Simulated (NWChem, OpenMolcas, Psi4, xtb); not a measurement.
# SnH2F2 (SMILES [F][SnH2][F]): methods side by side

SnH2F2 has 5 atoms, charge 0, and is taken as a singlet. As SMILES, `[F][SnH2][F]`. The shape is that of a PBE0-D4/def2-TZVP optimisation.

```xyz
5

F    -0.3435   -0.3563    1.7414
Sn    0.1289   -0.0732   -0.0862
F    -1.2312    1.1107   -0.7124
H    -0.0874   -1.5471   -0.8891
H     1.5832    0.7921   -0.0950
```

Each level gives the energy change with the Sn2–F3 bond stretched from 1.909 to 2.481 Å (eV). The values are calculated.

| level | kind | program | value (eV) | CPU time (all runs) |
| --- | --- | --- | --- | --- |
| GFN2-xTB | semi-empirical | xtb | 0.84 | under 2 s |
| HF/def2-SVP (core potential) (restricted) | Hartree–Fock | Psi4 | 2.04 | 15 s |
| PBE/def2-SVP (core potential) (restricted) | GGA | OpenMolcas | 1.44 | 29 s |
| r2SCAN/def2-SVP (core potential) (restricted) | meta-GGA | OpenMolcas | 1.66 | 36 s |
| BHLYP/def2-SVP (core potential) (restricted) | global hybrid | Psi4 | 1.89 | 27 s |
| M06-2X/def2-SVP (core potential) (restricted) | hybrid meta-GGA | NWChem | 1.84 | 41 s |
| CAM-B3LYP/def2-SVP (core potential) (restricted) | range-separated hybrid | Psi4 | 1.81 | 46 s |
| B2PLYP/def2-SVP (core potential, density fitting for correlation) (restricted) | double hybrid | Psi4 | 1.69 | 30 s |
| MP2/def2-SVP (core potential) (restricted) | perturbation theory | OpenMolcas | 1.81 | 5.8 s |
| CCSD/def2-SVP (core potential) (restricted) | coupled cluster or CI | Psi4 | 1.81 | 47 s |

The first shape isn't each level's own minimum. The values span 0.84 to 2.04 eV. In the correlated wave-function rows the outer d shell of Sn is correlated, in sets not made for it. In so small a basis fixed costs decide the times, and correlated methods can beat functionals. Times are those of the runs behind each value, whatever else they computed, on shared processors of several kinds: orders of magnitude only.
